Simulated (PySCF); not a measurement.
Run record: geometry optimisation, WO2(NH2)2, `[NH2][W]([NH2])(=[O])=[O]`.

Method: PBE0-D3(BJ)/def2-SVP geometry optimisation, gas phase, def2 core potentials past Kr (PySCF 2.14.0). Start geometry: GFN2-xTB. The input is one job of a driver script: a line of settings, then coordinates in Å.

Input:
```
{"job": {"xc": "PBE0", "basis": "def2-SVP", "d3": "d3bj", "grid": 1, "maxiter": 30, "shake": 0.03, "kind": "geom"}, "charge": 0, "multiplicity": 1}
W      0.622470    -0.075870     0.399990
O      0.436990    -0.009500     2.067870
O      2.038570    -0.006660    -0.339880
N     -0.298820     1.633980    -0.288430
H     -0.119670     2.179390    -1.111550
H     -1.059280     2.216830     0.263970
N     -0.368040    -1.635810    -0.268990
H     -0.997910    -2.186550     0.267380
H     -0.121560    -2.185260    -1.016030
```

Output:
```
step   0  E = -329.07850133  max force = 0.213438
step   1  E = -329.11528036  max force = 0.072073
step   2  E = -329.12138403  max force = 0.020641
step   3  E = -329.12182520  max force = 0.013585
step   4  E = -329.12228197  max force = 0.003103
step   5  E = -329.12232242  max force = 0.001298
step   6  E = -329.12235752  max force = 0.001231
step   7  E = -329.12237035  max force = 0.000459
step   8  E = -329.12237588  max force = 0.000294
optimisation converged
```

Energies in Eh; «max force» is the largest Cartesian gradient component in Eh/bohr.

**Question.** Give the first gradient maximum in eV/Å.

**Answer.** With 1 Eh/bohr = 51.422 eV/Å, 10.975 eV/Å.

Main results: final energy -329.12238 Eh after 8 steps; dipole 4.67 D.

**Question.** How long does this job take on an Arm Neoverse V1 with one thread, shared host with 32 logical CPUs at a one-minute load of 28? And the peak memory of the process?

**Answer.** About 59 s, with 0.42 GiB resident at the peak, the Python interpreter and its libraries included.
Labels such as C1 count atoms from 1, the log's own numbers from 0.
